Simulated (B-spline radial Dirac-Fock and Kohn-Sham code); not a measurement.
X-ray scattering factor of Ag²⁶⁺

System: the Ag²⁶⁺ ion, [Ar] 3d3.

Model: configuration-average Dirac-Fock orbitals. Program: a radial atomic solver. f₀ is the Fourier transform of the spherical electron density, S the Waller-Hartree incoherent function, and s = sin θ/λ. The electron scattering factor follows from the Mott-Bethe formula f_e = 0.023934 Å⁻¹·(Z − f₀)/s².

```
s (Å⁻¹)      f₀       S  f_e (Å)
      0  21.000   0.000        –
   0.04  20.982   0.017  389.194
   0.06  20.960   0.039  173.123
   0.07  20.946   0.053  127.263
   0.09  20.910   0.088   77.091
   0.12  20.841   0.156   43.479
   0.15  20.752   0.243   27.921
   0.19  20.604   0.387   17.501
   0.25  20.321   0.660   10.217
   0.31  19.970   0.996    6.732
    0.4  19.327   1.604    4.140
   0.51  18.382   2.476    2.633
   0.65  16.998   3.715    1.700
   0.82  15.179   5.283    1.133
   1.05  12.751   7.303    0.743
   1.34  10.140   9.469    0.491
    1.7   7.875  11.528    0.324
   2.17   6.229  13.439    0.207
   2.77   5.090  15.155    0.131
   3.52   3.956  16.709    0.083
   4.49   2.716  18.044    0.053
   5.72   1.777  19.005    0.033
```

f₀ starts at the number of electrons, 21, and has fallen to half at s ≈ 1.30 Å⁻¹. The sum of ⟨r²⟩ over the electrons is 1.511 bohr². For an ion f_e diverges as s goes to zero, because of the net charge.

Values without a named source are computed, but for edge energies of neutral atoms, which are taken from tables.
